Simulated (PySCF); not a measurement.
# Rh: excitation energy

Rh [Kr] 4d8 5s1 (4F) → Rh [Kr] 4d8 5p1 (high-spin determinant), as a difference of total energies. All numbers are calculated (PySCF 2.14, scalar relativity by spin-free X2C-1e, in aug-cc-pwCVTZ-DK (11s10p8d4f3g, 136 functions)). Correlated levels: valence: [Kr] frozen; valence and next inner shell: [Ar] 3d10 frozen. The calculations carry no spin-orbit coupling.

```
                                method  excitation energy (cm⁻¹)
                                   UHF                     24294
                                   LDA                     30551
                                   PBE                     29212
                                  PBE0                     28298
                                r2SCAN                     29174
                                  MN15                     28503
                                  BP86                     29602
                                  BLYP                     29494
                         MP2 (valence)                     28902
                     SCS-MP2 (valence)                     27908
    MP2 (valence and next inner shell)                     30041
SCS-MP2 (valence and next inner shell)                     28830
```

A first-order spin-orbit estimate (lowest level to lowest level, LS coupling) adds 0.020 eV.

The determinant of the upper state mixes LS terms, which raises its energy above the lowest term, most at the Hartree-Fock and MP2 levels.
